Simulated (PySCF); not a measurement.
PySCF input file for Ge(F)4 cation (F4Ge), SMILES [F][Ge]([F])([F])[F] (connectivity only; charge and spin as stated), charge +1, multiplicity 2, TDA-PBE/def2-SVPD. Geometry: B3LYP-D3(BJ)/def2-SVP. A frequency run showed that this geometry is not a minimum. The spin state was assumed, not searched. The isomer is the one that the SMILES or the coordinates give; other isomers of the formula were not compared.

```python
import numpy as np
from pyscf import gto, scf, dft, tdscf

mol = gto.M(
    atom='''
    F    -1.02102034    1.02102034   -0.94201100
    Ge    0.00000000   -0.00000000   -0.00000000
    F    -1.02102031   -1.02102034    0.94201102
    F     1.02102032   -1.02102032   -0.94201104
    F     1.02102034    1.02102032    0.94201102
    ''',
    basis='def2-SVPD',
    charge=1,
    spin=1,
    max_memory=1600,
    verbose=4,
)
mf = dft.UKS(mol, xc='pbe').density_fit(auxbasis='def2-universal-jkfit')
mf.grids.level = 3
mf.conv_tol = 1e-9
mf.max_cycle = 100
mf.kernel()
fine, coarse = mf.grids, dft.Grids(mol).set(level=1).build(with_non0tab=True)
for _ in range(3):  # follow internal instabilities
    mf.grids = coarse
    mo, _, stable, _ = mf.stability(return_status=True, nroots=4)
    mf.grids = fine
    if stable:
        break
    mf.kernel(mf.make_rdm1(mo, mf.mo_occ))
mf.grids = dft.Grids(mol).set(level=1).build(with_non0tab=True)  # coarser grid for the response kernel
td = tdscf.TDA(mf)
td.nstates = 10
td.conv_tol = 1e-4
td.positive_eig_threshold = 1e-6
td.kernel(x0=td.get_init_guess(mf, 15))
td.analyze()
```

It prints:

```
PySCF version 2.14.0

[INPUT] verbose = 4
[INPUT] num. atoms = 5
[INPUT] num. electrons = 67
[INPUT] charge = 1
[INPUT] spin (= nelec alpha-beta = 2S) = 1
[INPUT] symmetry False subgroup None
[INPUT] Mole.unit = angstrom
[INPUT] Symbol           X                Y                Z      unit          X                Y                Z       unit  Magmom
[INPUT]  1 F     -1.021020340000   1.021020340000  -0.942011000000 AA   -1.929448810210   1.929448810210  -1.780142796328 Bohr   0.0
[INPUT]  2 Ge     0.000000000000   0.000000000000   0.000000000000 AA    0.000000000000   0.000000000000   0.000000000000 Bohr   0.0
[INPUT]  3 F     -1.021020310000  -1.021020340000   0.942011020000 AA   -1.929448753519  -1.929448810210   1.780142834122 Bohr   0.0
[INPUT]  4 F      1.021020320000  -1.021020320000  -0.942011040000 AA    1.929448772416  -1.929448772416  -1.780142871917 Bohr   0.0
[INPUT]  5 F      1.021020340000   1.021020320000   0.942011020000 AA    1.929448810210   1.929448772416   1.780142834122 Bohr   0.0

nuclear repulsion = 444.987533267616
number of shells = 50
number of NR pGTOs = 212
number of NR cGTOs = 130
basis = def2-SVPD
ecp = {}


[settings echo left out]
init E= -2474.96235976601
  alpha nocc = 34  HOMO = -0.451992025327005  LUMO = -0.1200309907379
  beta  nocc = 33  HOMO = -0.453015047921324  LUMO = -0.451992025327005

WARN: HOMO -0.451992025327005 >= LUMO -0.451992025327005

cycle= 1 E= -2474.61947787922  delta_E= 0.343  |g|= 0.661  |ddm|= 2.39
  alpha nocc = 34  HOMO = -0.636407482255371  LUMO = -0.434437096646674
  beta  nocc = 33  HOMO = -0.625167819261402  LUMO = -0.623116622632489
  HOMO = -0.625167819261  LUMO = -0.623116622632  gap/eV = 0.05582
cycle= 2 E= -2474.25984592161  delta_E= 0.36  |g|= 1.29  |ddm|= 3.17
  alpha nocc = 34  HOMO = -0.694079155013931  LUMO = -0.421873316769435
  beta  nocc = 33  HOMO = -0.682866388241462  LUMO = -0.680349415979082
  HOMO = -0.682866388241  LUMO = -0.680349415979  gap/eV = 0.06849
cycle= 3 E= -2474.76335057195  delta_E= -0.504  |g|= 0.126  |ddm|= 1.91
  alpha nocc = 34  HOMO = -0.670529747735811  LUMO = -0.39985504700129
  beta  nocc = 33  HOMO = -0.658925159037012  LUMO = -0.656085282153774
  HOMO = -0.658925159037  LUMO = -0.656085282154  gap/eV = 0.07728
cycle= 4 E= -2474.76762509867  delta_E= -0.00427  |g|= 0.0286  |ddm|= 0.183
  alpha nocc = 34  HOMO = -0.670568338414188  LUMO = -0.397873366660174
  beta  nocc = 33  HOMO = -0.658623433348966  LUMO = -0.65548528034431
  HOMO = -0.658623433349  LUMO = -0.655485280344  gap/eV = 0.08539
cycle= 5 E= -2474.76579122129  delta_E= 0.00183  |g|= 0.0623  |ddm|= 0.115
  alpha nocc = 34  HOMO = -0.670610306944908  LUMO = -0.397947901565632
  beta  nocc = 33  HOMO = -0.658653994222921  LUMO = -0.655485856025154
  HOMO = -0.658653994223  LUMO = -0.655485856025  gap/eV = 0.08621
cycle= 6 E= -2474.76442133349  delta_E= 0.00137  |g|= 0.0801  |ddm|= 0.239
  alpha nocc = 34  HOMO = -0.671006390002097  LUMO = -0.398855356487866
  beta  nocc = 33  HOMO = -0.658971433162052  LUMO = -0.655915071295231
  HOMO = -0.658971433162  LUMO = -0.655915071295  gap/eV = 0.08317
cycle= 7 E= -2474.76778562018  delta_E= -0.00336  |g|= 0.0132  |ddm|= 0.136
  alpha nocc = 34  HOMO = -0.67092799958579  LUMO = -0.398906369602309
  beta  nocc = 33  HOMO = -0.659050756501571  LUMO = -0.655938828372959
  HOMO = -0.659050756502  LUMO = -0.655938828373  gap/eV = 0.08468
cycle= 8 E= -2474.76778451162  delta_E= 1.11e-06  |g|= 0.0132  |ddm|= 0.0274
  alpha nocc = 34  HOMO = -0.671280621222647  LUMO = -0.399001548212931
  beta  nocc = 33  HOMO = -0.659148120400507  LUMO = -0.655998774390045
  HOMO = -0.659148120401  LUMO = -0.65599877439  gap/eV = 0.08570
cycle= 9 E= -2474.76764578632  delta_E= 0.000139  |g|= 0.0205  |ddm|= 0.0391
  alpha nocc = 34  HOMO = -0.671274027274067  LUMO = -0.399007995884291
  beta  nocc = 33  HOMO = -0.65915262568173  LUMO = -0.656009584668176
  HOMO = -0.659152625682  LUMO = -0.656009584668  gap/eV = 0.08553
cycle= 10 E= -2474.7678707076  delta_E= -0.000225  |g|= 0.000822  |ddm|= 0.0352
  alpha nocc = 34  HOMO = -0.671295968343929  LUMO = -0.398995385116337
  beta  nocc = 33  HOMO = -0.659158911488284  LUMO = -0.655994453966629
  HOMO = -0.659158911488  LUMO = -0.655994453967  gap/eV = 0.08611
cycle= 11 E= -2474.76787101255  delta_E= -3.05e-07  |g|= 0.000266  |ddm|= 0.00102
  alpha nocc = 34  HOMO = -0.671294555622126  LUMO = -0.398990406651384
  beta  nocc = 33  HOMO = -0.659150291720039  LUMO = -0.655984075409558
  HOMO = -0.65915029172  LUMO = -0.65598407541  gap/eV = 0.08616
cycle= 12 E= -2474.76787104678  delta_E= -3.42e-08  |g|= 3.11e-05  |ddm|= 0.000292
  alpha nocc = 34  HOMO = -0.671299850334359  LUMO = -0.398994906535921
  beta  nocc = 33  HOMO = -0.659154200544051  LUMO = -0.655987972670519
  HOMO = -0.659154200544  LUMO = -0.655987972671  gap/eV = 0.08616
cycle= 13 E= -2474.76787104683  delta_E= -5.46e-11  |g|= 2.24e-05  |ddm|= 5.23e-05
  alpha nocc = 34  HOMO = -0.671294075791556  LUMO = -0.398993763481267
  beta  nocc = 33  HOMO = -0.65915182709958  LUMO = -0.655986954140682
  HOMO = -0.6591518271  LUMO = -0.655986954141  gap/eV = 0.08612
Extra cycle  E= -2474.76787073152  delta_E= 3.15e-07  |g|= 0.00077  |ddm|= 0.00129
SCF not converged.
SCF energy = -2474.76787073152 after 100 cycles  <S^2> = 0.75189807  2S+1 = 2.0018972
tot grids = 28616
uhf_internal: lowest eigs of H = [0.01470118 0.01504738 0.03500297 0.03895124]
<class 'pyscf.df.df_jk.DFUKS'> wavefunction is stable in the internal stability analysis
tot grids = 28616
Overwritten attributes  positive_eig_threshold  of <class 'pyscf.tdscf.uks.TDA'>


******** <class 'pyscf.tdscf.uks.TDA'> for <class 'pyscf.df.df_jk.DFUKS'> ********
nstates = 10
deg_eia_thresh = 1.000e-03
wfnsym = None
conv_tol = 0.0001
eigh lindep = 1e-12
eigh level_shift = 0
eigh max_cycle = 100

WARN: Ground state SCF is not converged



Excitation energies (eV)
[0.24148285 0.24186229 0.52597853 0.57668918 1.65558873 1.65631942
 2.31075239 2.3383826  2.92824467 2.92906157]

** Excitation energies and oscillator strengths **
Excited State   1:      0.24148 eV   5134.29 nm  f=0.0001
      31b ->   34b      0.57464
      33b ->   34b     -0.81682
Excited State   2:      0.24186 eV   5126.23 nm  f=0.0001
      30b ->   34b      0.57517
      32b ->   34b      0.81645
Excited State   3:      0.52598 eV   2357.21 nm  f=0.0000
      29b ->   34b     -0.99974
Excited State   4:      0.57669 eV   2149.93 nm  f=0.0000
      28b ->   34b      0.99979
Excited State   5:      1.65559 eV    748.88 nm  f=0.0212
      25b ->   34b     -0.50630
      31b ->   34b      0.70303
      33b ->   34b      0.46634
Excited State   6:      1.65632 eV    748.55 nm  f=0.0212
      24b ->   34b      0.50670
      30b ->   34b      0.70253
      32b ->   34b     -0.46665
Excited State   7:      2.31075 eV    536.55 nm  f=0.0000
      26b ->   34b     -0.99949
Excited State   8:      2.33838 eV    530.21 nm  f=0.0682
      26a ->   35a     -0.10734
      32a ->   35a     -0.11286
      27b ->   34b      0.95551
      29b ->   35b     -0.10570
Excited State   9:      2.92824 eV    423.41 nm  f=0.0592
      29a ->   35a      0.10622
      25b ->   34b     -0.85302
      31b ->   34b     -0.36639
      33b ->   34b     -0.28539
Excited State  10:      2.92906 eV    423.29 nm  f=0.0593
      28a ->   35a     -0.10630
      24b ->   34b     -0.85279
      30b ->   34b      0.36648
      32b ->   34b     -0.28582

** Transition electric dipole moments (AU) **
state          X           Y           Z        Dip. S.      Osc.
  1         0.0990      0.0989      0.0002      0.0196      0.0001
  2         0.0989     -0.0990      0.0000      0.0196      0.0001
  3         0.0001     -0.0001     -0.0000      0.0000      0.0000
  4        -0.0001      0.0000      0.0000      0.0000      0.0000
  5        -0.5110     -0.5103     -0.0020      0.5216      0.0212
  6        -0.5103      0.5110     -0.0003      0.5216      0.0212
  7         0.0003     -0.0004     -0.0000      0.0000      0.0000
  8        -0.0010     -0.0008     -1.0913      1.1909      0.0682
  9         0.6405      0.6439     -0.0051      0.8249      0.0592
 10        -0.6443      0.6409      0.0007      0.8259      0.0593

** Transition velocity dipole moments (imaginary part, AU) **
state          X           Y           Z        Dip. S.      Osc.
  1        -0.0273     -0.0273     -0.0000      0.0015      0.1119
  2        -0.0273      0.0273     -0.0000      0.0015      0.1118
  3        -0.0000      0.0000      0.0000      0.0000      0.0000
  4         0.0000     -0.0000     -0.0000      0.0000      0.0000
  5         0.1147      0.1145      0.0003      0.0263      0.2879
  6         0.1146     -0.1147      0.0000      0.0263      0.2879
  7        -0.0001      0.0001      0.0000      0.0000      0.0000
  8         0.0001      0.0000      0.2127      0.0452      0.3510
  9        -0.1099     -0.1105      0.0010      0.0243      0.1504
 10         0.1106     -0.1100     -0.0001      0.0243      0.1507

** Transition magnetic dipole moments (imaginary part, AU) **
state          X           Y           Z
  1         0.3745     -0.3742     -0.0002
  2         0.3740      0.3743     -0.0012
  3        -0.0002     -0.0003     -0.0015
  4        -0.0001     -0.0001     -0.4771
  5        -0.2315      0.2312     -0.0001
  6        -0.2312     -0.2316     -0.0008
  7         0.0005      0.0006      0.0003
  8         0.0018     -0.0013      0.0000
  9        -0.2399      0.2412     -0.0001
 10         0.2410      0.2397      0.0004
```

Convergence was not reached.
